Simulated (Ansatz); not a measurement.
Computed with Ansatz on PBE0-D4/def2-TZVP structures; ΔE is electronic, products minus reactants. CBS: MP2 limit from def2 TZ/QZ plus the TZ coupled-cluster correction, frozen cores. Functionals use def2-TZVPP. B3LYP here is the variant with VWN-RPA as its local correlation; programs differ in this. For As outer-core shells are correlated without core-valence functions, which leaves a few kJ/mol of doubt a bond. Scalar relativity is left out up to krypton. Each species was taken in one conformer, which may not be the lowest.

`OC([SiH3])[AsH2]` + `CC(=N)[SiH3]` → `C/C([SiH3])=N\[SiH3]` + `OC[AsH2]`  (ligand exchange at the Si–C bond)

CCSD(T)/CBS gives -30.4 kJ/mol.

(1) Another level gave -35.6 kJ/mol. Which?
A. HF/def2-TZVPP
B. CCSD(T)/def2-TZVPP
C. r2SCAN/def2-TZVPP
D. B3LYP/def2-TZVPP

Largest T1 diagnostic among the species: 0.013.

Results:

(1) C. r2SCAN -35.6, CCSD(T)/def2-TZVPP -31.0, HF/def2-TZVPP -46.7, B3LYP -41.1 kJ/mol.

In def2-TZVPP, CCSD(T) changes the Hartree–Fock value by +15.8 kJ/mol (the triples alone add +1.7 kJ/mol) and MP2 by +13.8 kJ/mol.
